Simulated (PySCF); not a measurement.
CHCl, SMILES [CH]Cl (connectivity only; charge and spin as stated), neutral, multiplicity 1.

Geometry optimised at PBE0-D3(BJ)/def2-TZVPD. The isomer is the one that the SMILES or the coordinates give; other isomers of the formula were not compared.

Calculation: PySCF with TDDFT-LC-ωPBE/def2-TZVPD.

Vertical excitations. The molecule is in vacuum. State labels are in the subgroup Cs.

Computed UV-visible absorptions:
```
state  symmetry  energy (eV)  λ (nm)      f                                                              main pairs
-----  --------  -----------  ------  -----  ----------------------------------------------------------------------
S1           A"         1.64     758  0.002                                                         HOMO→LUMO 103 %
S2           A"         5.58     222  0.003                                                        HOMO−1→LUMO 99 %
S3           A'         6.26     198  0.017                    HOMO→LUMO+2 57 %, HOMO→LUMO+4 11 %, HOMO→LUMO+7 11 %
S4           A'         6.97     178  0.039                    HOMO−2→LUMO 54 %, HOMO→LUMO+1 17 %, HOMO→LUMO+2 14 %
S5           A'         7.26     171  0.113                    HOMO→LUMO+1 44 %, HOMO−2→LUMO 30 %, HOMO→LUMO+5 14 %
S6           A"         7.40     168  0.000                                                        HOMO−3→LUMO 98 %
S7           A"         8.03     154  0.011                                                        HOMO→LUMO+3 97 %
S8           A'         8.04     154  0.031                                      HOMO→LUMO+4 71 %, HOMO→LUMO+2 17 %
S9           A'         8.81     141  0.071   HOMO→LUMO+6 27 %, HOMO→LUMO+7 23 %, HOMO→LUMO+1 19 %, HOMO→LUMO+4 9 %
S10          A'         9.04     137  0.044                    HOMO→LUMO+5 56 %, HOMO→LUMO+1 11 %, HOMO→LUMO+6 11 %
T1           A"         0.24    5248      0                                                          HOMO→LUMO 94 %
T2           A"         4.84     256      0                                                        HOMO−1→LUMO 92 %
T3           A'         5.05     245      0                                                        HOMO−2→LUMO 98 %
T4           A'         5.62     221      0  HOMO→LUMO+2 37 %, HOMO→LUMO+7 17 %, HOMO→LUMO+5 17 %, HOMO→LUMO+4 10 %
```
Triplets are in the Tamm–Dancoff approximation, which puts them higher than full response would, so one can lie above its singlet here.
